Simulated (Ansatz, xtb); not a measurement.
**H9Si4: which of two isomers lies lower**

We compare X, `[SiH2][SiH]([SiH3])[SiH3]`, a doublet, with Y, `[SiH3][SiH][SiH2][SiH3]`, a doublet. Both are isolated molecules in the gas phase, relaxed with B3LYP/6-31G*, each in the lowest conformer that the search found.

X (Å):

```xyz
13

Si   -2.9499    2.0460   -0.7517
Si   -1.5030    0.3502   -0.0259
Si   -2.1074   -1.7148   -0.9897
Si    0.7558    0.8740   -0.4852
H    -2.6892    3.3755   -0.1228
H    -2.9604    2.2156   -2.2354
H    -1.6563    0.2373    1.4565
H    -3.5027   -2.0827   -0.6230
H    -1.1946   -2.7951   -0.5226
H    -2.0164   -1.6361   -2.4740
H     0.9587    1.0042   -1.9543
H     1.1345    2.1616    0.1592
H     1.6653   -0.1934    0.0208
```

Y (Å):

```yaml
atoms:
  - { symbol: Si, position_ang: [-0.7978, 0.8621, 2.3096] }
  - { symbol: Si, position_ang: [1.5425, 0.9179, 2.1734] }
  - { symbol: Si, position_ang: [2.5439, 0.3383, 0.1356] }
  - { symbol: Si, position_ang: [2.1639, 1.9071, -1.5859] }
  - { symbol: H, position_ang: [-1.4460, 1.9422, 1.5099] }
  - { symbol: H, position_ang: [-1.2247, 1.0198, 3.7272] }
  - { symbol: H, position_ang: [-1.2940, -0.4476, 1.8054] }
  - { symbol: H, position_ang: [2.0915, 2.2019, 2.7097] }
  - { symbol: H, position_ang: [2.0177, -0.9904, -0.2917] }
  - { symbol: H, position_ang: [4.0144, 0.1934, 0.3432] }
  - { symbol: H, position_ang: [0.7040, 2.0341, -1.8507] }
  - { symbol: H, position_ang: [2.6862, 3.2438, -1.1896] }
  - { symbol: H, position_ang: [2.8373, 1.4925, -2.8493] }
```

Task: Estimate which is lower in electronic energy at CCSD(T)/def2-SVP + ΔMP2/def2-TZVPP, and by roughly how much.

Result: Not settled: CCSD(T)/def2-SVP + ΔMP2/def2-TZVPP gives E(Y) − E(X) = −0.063 eV, but this leans on the basis-set step: CCSD(T) alone gives −0.039 eV.

The same difference at several levels:

| level | geometry | E(Y) − E(X) (eV) | departure from the last row (eV) | job, with rough time for the two |
| --- | --- | --- | --- | --- |
| GFN2-xTB | GFN2-xTB | −0.239 | −0.176 | optimisation, 0.59 s |
| HF/STO-3G | GFN2-xTB | −0.201 | −0.138 | single point, 1.1 s |
| r2SCAN-D4/def2-SVP | GFN2-xTB | −0.063 | −0.001 | single point, 8.4 s |
| B3LYP/6-31G* | B3LYP/6-31G* | −0.096 | −0.033 | optimisation, 2.9 min |
| HF/def2-SVP | B3LYP/6-31G* | −0.057 | +0.006 | part of the CCSD(T) run |
| MP2/def2-SVP | B3LYP/6-31G* | −0.019 | +0.043 | part of the CCSD(T) run |
| CCSD(T)/def2-SVP | B3LYP/6-31G* | −0.039 | +0.024 | single point |
| CCSD(T)/def2-SVP + ΔMP2/def2-TZVPP | B3LYP/6-31G* | −0.063 |  | single point, 71 s |

As drawn, both hold the same kinds of bond in the same numbers.

MP2/def2-SVP finds them nearly level. The largest departure from CCSD(T)/def2-SVP + ΔMP2/def2-TZVPP is that of GFN2-xTB, 0.176 eV. The last row adds to CCSD(T) the change of the MP2 difference between the two basis sets, here −0.024 eV.

With harmonic frequencies from B3LYP/6-31G* (ideal gas, rigid rotor, one conformer each, 400 K, 1 atm): on the last row, ΔE + ΔZPE = −0.046 eV. A mode under 50 cm⁻¹ makes harmonic enthalpies and free energies unreliable, so none is given.

Open shells are spin-unrestricted. The correlated steps freeze 20 core orbitals. Programs: Ansatz 0.2.0, xtb 6.7.1; the last row on 2 threads of Intel(R) Xeon(R) Platinum 8259CL CPU @ 2.50GHz (Skylake/Cascade Lake) on a shared host.
